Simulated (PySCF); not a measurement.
Broadened absorption spectrum of H6N2SSi

Species: H₆N₂SSi.
InChI=1S/H6N2SSi/c1-4(2)3/h3-4H,1-2H2

Level of theory: TDDFT PBE0/def2-SVPD, vertical, gas phase, core orbitals frozen in the response in PySCF. The structure is a single PBE0-D3(BJ)/def2-SVP conformer in the gas phase; no vibrational or solvent corrections. Torsions of this conformer, `[NH2:1][SiH:2]([NH2:3])[SH:4]`: H–N1–Si2–N3 161°, H–N1–Si2–N3 -57°, H–N3–Si2–N1 166°, H–N3–Si2–N1 -44°, H–S4–Si2–N1 93°.

Computed states:

| state | E (eV) | f |
| --- | --- | --- |
| S1 | 5.97 | 0.014 |
| S2 | 6.62 | 0.020 |
| S3 | 6.69 | 0.046 |
| S4 | 6.77 | 0.049 |
| S5 | 6.86 | 0.0045 |
| S6 | 7.10 | 0.011 |
| S7 | 7.30 | 0.043 |
| S8 | 7.43 | 0.024 |
| S9 | 7.49 | 0.063 |
| S10 | 7.63 | 0.0091 |

Each state is given a Gaussian of 0.3 eV full width at half maximum, with ε(max) = 2.175×10⁸ f / Δν̃ (Δν̃ the width in cm⁻¹). The width is an assumption, not a result. The curve ends short of the highest state used, and states not computed would add to its high-energy end.

Task: Give the broadened spectrum and its maxima.

Result: 
```
λ (nm)  ε (L mol⁻¹ cm⁻¹)
 176.3              2138
 177.2              2361
 178.1              2906
 178.9              3659
 179.8              4764
 180.7              6042
 181.6              7337
 182.5              8471
 183.3              9206
 184.2              9612
 185.1              9522
 186.0              8959
 186.9              8018
 187.8              6834
 188.6              5696
 189.5              4441
 190.4              3307
 191.3              2355
 192.2              1605
 193.0              1102
 193.9               695
 194.8               426
 195.7               259
 196.6               169
 197.4               137
 198.3               141
 199.2               183
 200.1               259
 201.0               366
 201.9               499
 202.7               635
 203.6               797
 204.5               955
 205.4              1094
 206.3              1200
 207.1              1256
 208.0              1272
 208.9              1235
 209.8              1153
 210.7              1036
 211.5               912
 212.4               763
 213.3               616
 214.2               480
 215.1               361
 216.0               263
 216.8               193
 217.7               132
 218.6                88
 219.5                57
 220.4                36
 221.2                23
 222.1                14
 223.0                 8
 223.9                 4
 224.8                 2
```

Maxima: 208 nm (5.97 eV), ε about 1300, made up of S1 (100%); 184 nm (6.72 eV), ε about 9600, made up of S2 (14%), S3 (42%) and S4 (42%) (ε in L mol⁻¹ cm⁻¹; maxima over ε = 5, shares over 10%).

Task: What would ε be at 6.72 eV, the highest of these maxima, with half the width (0.15 eV)?

Result: About 15000 L mol⁻¹ cm⁻¹ against 9640, a factor of about 1.6; a lone state at its own centre would give exactly 2.

Task: Coming from long wavelengths, where does ε first pass 100 L mol⁻¹ cm⁻¹?

Result: At about 218 nm (5.68 eV), 0.29 eV below S1.

Task: On this curve, what absorbance would a 10⁻⁵ mol/L sample give at 193 nm over a 1 cm path?

Result: 193 nm is 6.424 eV, where ε is about 1100 L mol⁻¹ cm⁻¹, so A = ε c l ≈ 0.011 (Beer–Lambert, with the gas-phase spectrum and the assumed width).

The vertical ionisation energy (ΔSCF) is 9.18 eV, 1.55 eV above S10.
